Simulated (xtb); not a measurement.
C3H7NSi2, SMILES N1[SiH2]C=C(C=1)[SiH3]. All values are semi-empirical tight-binding results from xtb (GFN2-xTB unless named), good for trends rather than for accurate numbers. Geometry optimised at GFN2-xTB. The structure was generated by enumeration, and PubChem lists no compound with its InChIKey, so it may never have been made.

Optimised geometry:

Bonded distances (Å): Si1–C2 1.881, Si1–H7 1.465, Si1–H8 1.465, Si1–H9 1.465, C2–C3 1.346, C2–C6 1.470, C3–Si4 1.897, C3–H10 1.077, Si4–N5 1.750, Si4–H11 1.456, Si4–H12 1.456, N5–C6 1.270, C6–H13 1.085. Bond angles (°): C2–Si1–H7 109.2, C2–Si1–H8 109.0, C2–Si1–H9 109.2, H7–Si1–H8 109.9, H7–Si1–H9 109.7, H8–Si1–H9 109.9, Si1–C2–C3 126.5, Si1–C2–C6 122.6, C3–C2–C6 110.9, C2–C3–Si4 107.8, C2–C3–H10 122.5, Si4–C3–H10 129.7, C3–Si4–N5 90.9, C3–Si4–H11 113.2, C3–Si4–H12 113.2, N5–Si4–H11 110.4, N5–Si4–H12 110.4, H11–Si4–H12 115.9, Si4–N5–C6 109.9, C2–C6–N5 120.5, C2–C6–H13 119.9, N5–C6–H13 119.6.

A frequency run showed that this geometry is not a minimum.

```json
{
 "point_group_as_xtb_finds_it": "Cs",
 "orbital_gap": "2.07 eV",
 "dipole_moment": "1.82 D",
 "static polarisability (D4 model)": "95.8 bohr³",
 "solvation energy, GFN2-xTB/ALPB(water)": "-0.6 kcal/mol",
 "solvation energy, GFN2-xTB/ALPB(hexane)": "-3.2 kcal/mol"
}
```

Computed atomic charges and the Wiberg bond orders between heavy atoms:
charges (e) Si1 0.44, C2 -0.12, C3 -0.13, Si4 0.49, N5 -0.34, C6 0.08, H7 -0.10, H8 -0.11, H9 -0.10, H10 0.02, H11 -0.07, H12 -0.07, H13 0.02. Bond orders Si1–C2 0.89, C2–C3 1.85, C3–Si4 0.86, Si4–N5 1.03, C2–C6 1.09, N5–C6 1.85.
